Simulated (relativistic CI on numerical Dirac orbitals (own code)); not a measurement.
# How well does a small relativistic CI reproduce Ca VI?

Method of calculation: Dirac-Coulomb-Breit CI, KLI orbitals optimised for each configuration, a model potential for QED, valence Slater integrals scaled by 0.9, configuration energies shifted to the measured levels that pair with them (semi-empirical) (own radial code, finite nucleus).

CI space (outside the closed core [Ne]): 3s2.3p3, 3s.3p4, 3s2.3p2.4s, 3s2.3p2.3d, 3p5, 3s2.3p.3d2, 3s.3p3.3d, 3p3.3d2, 3p4.3d, 3s2.3p2.4p, 3s.3p2.3d2, 3s2.3p2.4d, 3s2.3p2.4f, 3s2.3p2.5s, 3s.3p3.4s, 3s2.3p2.5p, 3s.3p3.4p, 3s2.3p2.5d, 3s2.3p2.5f, 3s2.3p2.5g, 3s2.3p.3d.4s, 3s.3p3.4d, 3s2.3p.3d.4p, 3s.3p3.4f, 3s.3p3.5s, 3s.3p3.5p, 3p4.4s, 3s.3p3.5d, 3s.3p3.5f, 3s.3p3.5g. Levels of other configurations are missing.

```
Configuration  Term (tabulated)    J  Measured (cm⁻¹)  Computed  Error  Purity (%)
      3s2.3p3               4S°  3/2              0.0         0      0          96
       3s.3p4                4P  5/2         155786.5    155810     23          87
       3s.3p4                4P  3/2         157767.5    157767     -1          87
       3s.3p4                4P  1/2         158830.5    158817    -14          87
   3s2.3p2.4s                4P  1/2         433849.0    433822    -27          97
   3s2.3p2.4s                4P  3/2         435286.0    435286      0          97
   3s2.3p2.4s                4P  5/2         437392.0    437393      1          97
```

Measured levels from Sugar and Corliss, J. Phys. Chem. Ref. Data 8, 865 (1979); pairs were made by configuration, J and term (by order where the table uses no LS term), so strongly mixed levels may be paired wrongly. Some J values or terms of the table were assigned by a fit.

Mean error by configuration (cm⁻¹): 3s.3p4 3; 3s2.3p2.4s -9. Over the excited levels the mean absolute error is 11 cm⁻¹ (6 of the 6 excited levels that our extract of the source holds in range could be paired), and the median relative error of those above 1,000 cm⁻¹ is 0.0033 %, both after the shifts were fitted to these levels, so that a configuration with one level shows no error. Some levels of the ground configuration have no partner.

Configurations whose levels could be paired with our table of measured levels were shifted onto them, all but the ground configuration, by the median error of their levels; single terms can still be off by 1,000 to 2,000 cm⁻¹ or more, and rates follow the energies as ν³ (E1, M1) or ν⁵ (E2). The others borrow a shift and can be off by several thousand cm⁻¹ or more. 6 of the 6 excited levels that our extract of the measured tables holds in this range could be paired (the sources list more); they are missed by 11 cm⁻¹ on average and 27 at most, after the shifts were fitted to these levels, and levels without a partner can miss by more. Some levels of the ground configuration have no partner and can miss by 10 % or more.

Shifts applied (cm⁻¹): 3s2.3p3 0; 3s.3p4 -2604; 3s2.3p2.4s -15768.
